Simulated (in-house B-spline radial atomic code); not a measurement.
Results of a calculation; reference values are marked as such.
Two electrons in Ge: a spherical dot of radius 39.6 nm with hard walls with an ionised donor at its centre

For Ge the NSM archive of the Ioffe Institute lists m_l = 1.6 m0, m_t = 0.08 m0 and ε = 16.2; the model takes one isotropic valley with the conductivity mass 3/(1/m_l + 2/m_t) = 0.117 m0, and so misses anisotropy and the other valleys. All triplets below are those of one valley; with several valleys two electrons can form a triplet in the 1s orbital itself, at an energy set by the valley splitting. Real donors also feel a central-cell potential, which shifts the ground state.

Effective-mass model with parabolic bands, a uniform dielectric constant, no image charges, no central-cell or spin-orbit terms. Two-electron levels come from full CI in B-splines with partial waves to l = 5 (up to 0.001 effective hartree above the limit).

**Question.** What are the effective units, and what is the potential in them?

**Answer.** Ha* = 27211.386 meV × 0.117/16.2² = 12.13 meV and a* = 0.0529177 nm × 16.2/0.117 = 7.327 nm. The radius is R = 5.4 a*, with −1/r added.

In these units the lowest s and p orbitals lie at -0.498097 and -0.023162, and their Coulomb and exchange integrals are J_ss = 0.636653, J_sp = 0.379448 and K_sp = 0.04797. Full CI gives -0.478844 for the ground singlet, -0.210731 for the sp triplet, -0.147701 for the sp singlet and -0.112163 for the lowest triplet of two s orbitals.

**Question.** What does it cost to add the second electron, to first order and exactly?

**Answer.** To first order E = 2ε_s + J_ss = -0.359541, so the charging energy E(2) − 2E(1) is J_ss = 7.723 meV. CI gives -0.478844 − 2 × (-0.498097) = 0.517350, or 6.276 meV: relaxation and correlation lower it by 1.447 meV, 18.7 % of J_ss. The s² configuration of one-electron orbitals holds 85.6 % of the state, and the mean radius is 13.9 nm.

**Question.** How far above the singlet do the triplets lie?

**Answer.** To first order the sp triplet lies at ε_s + ε_p + J_sp − K_sp = -0.189785, which is 2.059 meV above 2ε_s + J_ss. CI gives -0.210731 − (-0.478844) = 0.268113, or 3.253 meV, 56 % of the orbital spacing of 5.762 meV. The ss triplet lies 4.448 meV up, so the lower of the two is the sp one, and its gap equals k_BT at 37.7 K. The sp singlet-triplet splitting is 0.7646 meV, against 2K_sp = 1.164 meV.
